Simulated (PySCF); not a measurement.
Molecule: `C1(CC)=CN=CS1`, C$_{5}$H$_{7}$NS.

Geometry (Å), atoms numbered from 1 in this order:
```xyz
14

C    -1.965    0.479    0.419
C    -1.125   -0.406   -0.504
C     0.330   -0.182   -0.291
C     1.251   -1.012    0.273
N     2.511   -0.526    0.360
C     2.592    0.658   -0.117
S     1.104    1.307   -0.735
H    -3.024    0.293    0.257
H    -1.761    1.530    0.223
H    -1.728    0.270    1.459
H    -1.347   -1.457   -0.311
H    -1.381   -0.186   -1.544
H     1.050   -2.003    0.638
H     3.493    1.236   -0.150
```

Frames of a GFN2-xTB Langevin trajectory at 600 K; GIAO PBE0/pcSseg-1 shieldings in PySCF 2.14.0 with density-fitted response routines, gas phase, non-relativistic; equivalent atoms averaged within each frame.

δ = σ(ref) − σ, references computed at the same level: ¹³C (σref 186.93) and ¹H (σref 31.72) against TMS; ¹⁵N (σref 267.73) vs NH3; ³³S (σref 503.73) vs CS2. The references are static minima.

Q: How do the shifts (ppm) fluctuate along the trajectory?

A: 
| time (fs) | C3 | C6 | C4 | C1 | C2 | N5 | S7 | H14 | H13 | H11/H12 |
| --- | --- | --- | --- | --- | --- | --- | --- | --- | --- | --- |
| 250 | 156.6 | 152.9 | 135.3 | 24.6 | 22.9 | 340.0 | 356 | 8.67 | 7.32 | 2.72 |
| 425 | 163.2 | 150.3 | 151.3 | 17.4 | 30.2 | 388.9 | 365 | 7.93 | 8.74 | 4.44 |
| 625 | 148.6 | 174.5 | 148.0 | 13.9 | 13.9 | 396.8 | 394 | 9.34 | 7.35 | 1.35 |
| 800 | 179.9 | 148.0 | 157.7 | 27.2 | 26.1 | 389.0 | 332 | 8.30 | 9.34 | 4.61 |
| 1000 | 162.6 | 166.8 | 134.6 | 30.5 | 34.5 | 380.0 | 358 | 9.19 | 7.36 | 3.58 |
| mean of frames | 162.2 | 158.5 | 145.4 | 22.7 | 25.5 | 378.9 | 361 | 8.69 | 8.02 | 3.34 |
| standard deviation | 11.5 | 11.6 | 10.1 | 6.9 | 7.8 | 22.6 | 22 | 0.59 | 0.95 | 1.34 |

5 frames give an uncertainty of the mean of about the standard deviation over 2.2 at best, since frames this close in time may not be independent; classical motion lacks zero-point vibration, and the reference would need the same averaging.
